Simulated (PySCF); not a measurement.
A structure optimised at PBE/def2-SV(P) (Å):
```
atom  x, y, z in Å
C1     2.2313   -0.3773    0.3317
C2     1.9865    1.0308    0.2543
C3     0.6973    1.5109    0.2061
N4    -0.3693    0.6360    0.2316
C5    -1.7207    0.8996    0.1928
C6    -2.4005   -0.3209    0.2436
C7    -1.4472   -1.3662    0.3148
C8    -0.1727   -0.7734    0.3079
C9     1.1619   -1.2576    0.3573
H10    3.2658   -0.7533    0.3705
H11    2.8215    1.7476    0.2326
H12    0.4413    2.5799    0.1462
H13   -2.0884    1.9313    0.1325
H14   -3.4930   -0.4330    0.2291
H15   -1.6436   -2.4442    0.3668
H16    1.3188   -2.3464    0.4166
```

Charge 0, singlet.

Q: Which heavy atoms are bonded, and with what formal order?

A: C1–C2 1.43 Å (aromatic); C2–C3 1.38 Å (aromatic); C3–N4 1.38 Å (aromatic); N4–C5 1.38 Å (aromatic); C5–C6 1.40 Å (aromatic); C6–C7 1.42 Å (aromatic); C7–C8 1.41 Å (aromatic); C8–C9 1.42 Å (aromatic); C1–C9 1.39 Å (aromatic); N4–C8 1.43 Å (aromatic). Bonds to hydrogen (Å): C1–H10 1.10; C2–H11 1.10; C3–H12 1.10; C5–H13 1.10; C6–H14 1.10; C7–H15 1.10; C9–H16 1.10.

Q: Give the structure as a SMILES string.

A: `c1ccn2cccc2c1`, C8H7N.

Q: What is the point group of this geometry?

A: Cs (tolerance 0.08 Å).

Q: Which rings does it hold (smallest set)?

A: N4–C5–C6–C7–C8 (5 members, 0.00 Å rms from planarity); C1–C2–C3–N4–C8–C9 (6 members, 0.00 Å rms from planarity).

Q: Classify the heavy atoms.

A: C1: aromatic CH carbon; C2: aromatic CH carbon; C3: aromatic CH next to a ring nitrogen; N4: pyrrole-type nitrogen; C5: aromatic CH next to a ring nitrogen; C6: aromatic CH carbon; C7: aromatic CH carbon; C8: ring-fusion aromatic carbon; C9: aromatic CH carbon.

Q: What is the arrangement about C3?

A: It has 3 neighbours (C2, N4, H12) and is planar (angles 123.9°, 120.1° and 115.9°, sum 360.0°, 0.00 Å off the plane of its three neighbours).

Q: What is the arrangement about N4?

A: It has 3 neighbours (C3, C5, C8) and is planar (angles 129.5°, 121.4° and 109.0°, sum 360.0°, 0.00 Å off the plane of its three neighbours).

All values are computed, not measured.
